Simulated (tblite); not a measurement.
C4H4BFS.
Atom-mapped SMILES: `[BH2:1][c:2]1[cH:3][cH:4][c:5]([F:6])[s:7]1` (hydrogens: H8, H9 on B1; H10 on C3; H11 on C4)

Computed with GFN2-xTB (tblite), gas phase: Langevin dynamics at 400 K from the optimised GFN2-xTB geometry, time step 0.5 fs, friction 0.01 fs⁻¹, 2000 steps. Over the second half of the run the saved frames average 415 K.

The optimised geometry, where the run starts:
```
atom  x, y, z in Å
B1     -2.196   -0.400   -0.142
C2     -0.684   -0.245   -0.093
C3      0.056    0.840    0.326
C4      1.446    0.676    0.251
C5      1.763   -0.558   -0.235
F6      2.994   -1.028   -0.429
S7      0.396   -1.530   -0.604
H8     -2.672   -1.395   -0.526
H9     -2.865    0.489    0.212
H10    -0.410    1.742    0.681
H11     2.177    1.411    0.534
```

t = 300 fs, T = 322 K, E(pot) 0.408 eV above the start
```
atom  x, y, z in Å  |  force x, y, z in eV/Å
B1     -2.433   -1.589   -0.175   -0.325  -0.145   0.208
C2     -1.009   -1.045    0.024    0.061   0.086  -0.229
C3     -0.583    0.286   -0.053    1.135  -1.996  -0.443
C4      0.831    0.389   -0.083   -0.262  -1.867   0.200
C5      1.467   -0.850   -0.049    1.094   0.653   0.445
F6      2.884   -1.010   -0.038   -2.729   0.236  -0.018
S7      0.387   -2.185    0.143   -0.391   1.259  -0.310
H8     -2.608   -2.766   -0.132    0.092   0.476  -0.059
H9     -3.396   -0.882   -0.350    0.849  -0.328   0.119
H10    -1.278    1.052   -0.299   -0.083   0.439   0.302
H11     1.395    1.264   -0.056    0.560   1.188  -0.215
```

t = 350 fs, T = 466 K, E(pot) 0.410 eV above the start
```
atom  x, y, z in Å  |  force x, y, z in eV/Å
B1     -2.360   -1.616    0.045    0.388  -0.272   0.060
C2     -0.926   -1.142   -0.013   -0.293  -1.992   0.584
C3     -0.477    0.084   -0.260    0.988   2.648  -0.854
C4      0.921    0.271   -0.193    0.528  -0.285   0.656
C5      1.564   -0.903    0.170   -2.274   0.392  -0.799
F6      2.785   -1.302    0.024    1.896   0.362   0.239
S7      0.462   -2.220    0.382   -0.967   0.574  -0.170
H8     -2.508   -2.695    0.399   -0.354  -0.623   0.188
H9     -3.234   -0.933   -0.243   -0.327   0.366  -0.151
H10    -1.085    0.927   -0.635    0.174  -0.716   0.532
H11     1.349    1.266   -0.233    0.241  -0.454  -0.284
```

t = 375 fs, T = 417 K, E(pot) 0.404 eV above the start
```
atom  x, y, z in Å  |  force x, y, z in eV/Å
B1     -2.342   -1.632    0.192    0.362   1.193  -0.067
C2     -0.880   -1.126    0.204   -1.154  -2.038   0.193
C3     -0.388    0.050   -0.207    2.309   0.269  -0.118
C4      1.042    0.101   -0.284   -1.905  -2.551   0.430
C5      1.630   -1.122   -0.053   -2.947   0.677   0.902
F6      2.885   -1.334    0.149    1.562  -0.473  -0.132
S7      0.401   -2.276    0.480    0.895  -0.084  -0.151
H8     -2.660   -2.660    0.567   -0.007  -0.700   0.189
H9     -3.152   -0.876   -0.192    0.012  -0.047   0.006
H10    -1.029    0.845   -0.392   -0.629   1.257  -0.374
H11     1.578    0.872   -0.642    1.501   2.498  -0.877
```

t = 400 fs, T = 341 K, E(pot) 0.445 eV above the start
```
atom  x, y, z in Å  |  force x, y, z in eV/Å
B1     -2.326   -1.578    0.274    1.184   1.131  -0.454
C2     -0.802   -1.140    0.287   -0.660   0.112  -0.571
C3     -0.248    0.036   -0.230   -0.122  -0.330  -0.154
C4      1.164   -0.061   -0.469   -0.049   1.837   0.228
C5      1.648   -1.192    0.071   -0.105  -0.796   0.162
F6      2.934   -1.448    0.215    0.629  -0.343  -0.165
S7      0.483   -2.334    0.600   -0.607   0.512   0.115
H8     -2.643   -2.626    0.597   -0.026  -0.638   0.310
H9     -3.144   -0.883   -0.231    0.410  -0.030   0.302
H10    -0.906    0.926   -0.370    0.920  -0.933  -0.175
H11     1.949    0.660   -0.847   -1.575  -0.523   0.402
```

t = 675 fs, T = 374 K, E(pot) 0.379 eV above the start
```
atom  x, y, z in Å  |  force x, y, z in eV/Å
B1     -2.010   -0.949    0.347    0.006  -0.426   1.237
C2     -0.535   -1.232    0.275    0.939  -0.110  -0.618
C3      0.177   -1.010   -0.885   -0.015   0.505  -0.510
C4      1.580   -1.037   -0.831   -0.189  -0.756   1.227
C5      2.002   -1.450    0.405   -3.018   0.554   0.472
F6      3.137   -1.401    1.016    1.719  -0.249   0.129
S7      0.599   -1.661    1.524    0.804   0.118  -0.503
H8     -2.503   -0.892    1.413   -0.164   0.077  -0.284
H9     -2.547   -0.883   -0.655   -0.569   0.231  -0.514
H10    -0.324   -0.674   -1.778   -0.027  -0.142  -0.065
H11     2.212   -0.854   -1.653    0.512   0.197  -0.571
```

t = 775 fs, T = 467 K, E(pot) 0.279 eV above the start
```
atom  x, y, z in Å  |  force x, y, z in eV/Å
B1     -2.198   -1.318    0.377   -0.452   0.521  -0.761
C2     -0.711   -1.231    0.095   -0.653  -0.090   1.325
C3     -0.092   -1.163   -1.106    0.909  -0.430  -0.533
C4      1.308   -1.142   -1.033    0.766   0.060  -1.915
C5      1.749   -1.050    0.232   -0.139  -0.243   1.018
F6      2.999   -0.922    0.653    0.252  -0.079  -0.009
S7      0.468   -1.186    1.415    0.300   0.263  -0.796
H8     -2.779   -1.277    1.374    0.307  -0.187   0.499
H9     -2.853   -1.214   -0.585   -0.158  -0.178  -0.165
H10    -0.487   -1.204   -2.096   -0.799   0.010  -0.041
H11     1.902   -1.222   -1.982   -0.333   0.353   1.377
```

t = 1000 fs
```
atom  x, y, z in Å
B1     -2.317   -1.122    0.420
C2     -0.856   -1.170    0.071
C3     -0.381   -1.723   -1.125
C4      0.968   -1.643   -1.412
C5      1.578   -0.823   -0.445
F6      2.849   -0.340   -0.411
S7      0.550   -0.360    0.860
H8     -2.789   -0.435    1.248
H9     -3.084   -1.831   -0.024
H10    -1.138   -2.202   -1.703
H11     1.365   -2.145   -2.311
```

Question: Estimate the potential energy and the forces of this last frame.

Answer: 0.408 eV above the start.

```tsv
atom	Fx (eV/Å)	Fy (eV/Å)	Fz (eV/Å)
B1	-0.137	0.647	1.237
C2	1.554	0.317	-0.777
C3	-1.150	-0.094	1.370
C4	0.977	0.911	0.246
C5	0.186	-0.543	-0.719
F6	-0.881	-0.722	-0.206
S7	-0.847	-0.399	-0.739
H8	0.400	0.180	0.053
H9	-0.353	-0.677	-0.804
H10	0.097	-0.387	-0.527
H11	0.156	0.767	0.866
```

The bond farthest from its length at the start is C2–S7 (1.804 against 1.755 Å), and half the difference of its two atoms' forces along it is -1.09 eV/Å (positive lengthens). The largest atomic force is 1.79 eV/Å.

What follows is the cost of the whole dynamics run. Time: 7.2 s; peak memory 0.18 GiB. Hardware: Arm Neoverse V2, one thread, shared host with 48 logical CPUs at a one-minute load of 11.
